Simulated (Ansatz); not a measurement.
`C[O][Ge]([F])([F])[SeH]` + acetylene → `C#[C][Ge]([F])([F])[O]C` + H₂Se  (formal exchange of groups at a Ge–Se bond)

Computed with Ansatz on PBE0-D4/def2-TZVP structures; ΔE is electronic, products minus reactants. CBS: MP2 limit from def2 TZ/QZ plus the TZ coupled-cluster correction, frozen cores. This one scheme is used for every species. Functionals use def2-TZVPP. For Ge, Se outer-core shells are correlated without core-valence functions, which leaves a few kJ/mol of doubt a bond. Scalar relativity is left out up to krypton. Each species was taken in one conformer, which may not be the lowest.

`C[O][Ge]([F])([F])[SeH]`:

Cartesian coordinates in Å:
```
C 0.567 1.357 1.119
O 0.900 0.410 0.112
Ge -0.315 -0.655 -0.530
F -1.604 0.259 -1.217
F -1.112 -1.469 0.763
Se 0.688 -2.076 -2.039
H -0.165 2.084 0.756
H 1.487 1.883 1.378
H 0.175 0.868 2.015
H -0.621 -2.663 -2.357
```

`C#C`:

Cartesian coordinates in Å:
```
C 0.291 0.097 0.514
C -0.291 -0.097 -0.514
H 0.810 0.269 1.428
H -0.810 -0.269 -1.428
```

`C#[C][Ge]([F])([F])[O]C`:

```xyz
11

C    -3.090   -0.707    0.995
C    -1.990   -0.661    0.513
Ge   -0.285   -0.598   -0.239
F     0.627   -1.991    0.181
F    -0.362   -0.662   -1.953
O     0.568    0.828    0.254
C     1.889    1.074   -0.210
H    -4.067   -0.749    1.422
H     2.578    0.286    0.108
H     2.211    2.019    0.229
H     1.922    1.162   -1.299
```

H₂Se:

Z-matrix (Å, degrees):
```
Se
H 1 1.467
H 1 1.467 2 91.2
```

| species | PBE energy (Eh) |
| --- | --- |
| `C[O][Ge]([F])([F])[SeH]` | -4793.24834 |
| `C#C` | -77.25199 |
| `C#[C][Ge]([F])([F])[O]C` | -2468.09798 |
| H₂Se | -2402.38393 |

Question: Work out ΔE.

Answer: ΔE = (-2468.09798) + (-2402.38393) − (-4793.24834) − (-77.25199) = 0.01842 Eh = +48.4 kJ/mol. CCSD(T)/CBS gives +41.8 kJ/mol.

Largest T1 diagnostic among the species: 0.013.
